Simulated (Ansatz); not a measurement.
A structure relaxed at PBE0-D4/def2-TZVP, charge 0, multiplicity 1:

Cartesian coordinates in Å:
```
B -1.5711 -0.6694 -1.2495
Al 0.1892 0.5271 -1.1958
O 1.0855 0.6725 0.2334
C 0.9572 0.1554 1.5226
H -2.6641 -0.2313 -1.0179
H -1.5594 -1.8345 -1.5374
H 0.7733 1.3378 -2.4281
H 1.8446 -0.4299 1.7863
H 0.8650 0.9689 2.2502
H 0.0798 -0.4967 1.6361
```

Q: Give its formula and SMILES.

A: CH6AlBO, `[BH2][AlH][O]C`.

Q: Point group (tolerance 0.08 Å, 0.16 Å for H)?

A: Cs.

Q: Summarise the bond lengths by kind.

A: 1 × Al–B 2.129 Å; 2 × B–H 1.200 Å; 1 × Al–O 1.693 Å; 1 × Al–H 1.586 Å; 1 × C–O 1.395 Å; 3 × C–H 1.095 to 1.099 Å.

Program: Ansatz 0.2.0.
